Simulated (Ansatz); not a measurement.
Basis-set extrapolation for `CC(C)[NH][AlH2]` (PBE0-D4/def2-TZVP geometry, frozen core, Ansatz). Multiplicity 1, RHF reference.

```tsv
	def2-TZVPP	def2-QZVPP
HF	-415.891052	-415.906885
MP2 correlation	-0.828415	-0.882189
CCSD(T) correlation	-0.916812	not run
```

Energies in hartree. Use E(X) = E(∞) + A·exp(−7.88·√X) for Hartree–Fock and E(X) = E(∞) + B·X^(−2.97) for correlation, with X = 3 and 4, and add CCSD(T) minus MP2 of the smaller set to the MP2 limit.

Q: What is the CCSD(T) energy at the basis-set limit?

A: HF limit: -415.906885 + (-0.015833) × 0.13774 = -415.90907. MP2 limit: -0.882189 + (-0.053774) × 0.74074 = -0.92202. Higher-order term: -0.916812 − (-0.828415) = -0.08840. Total: -416.91949 hartree, 293.1 kJ/mol below CCSD(T)/def2-TZVPP.
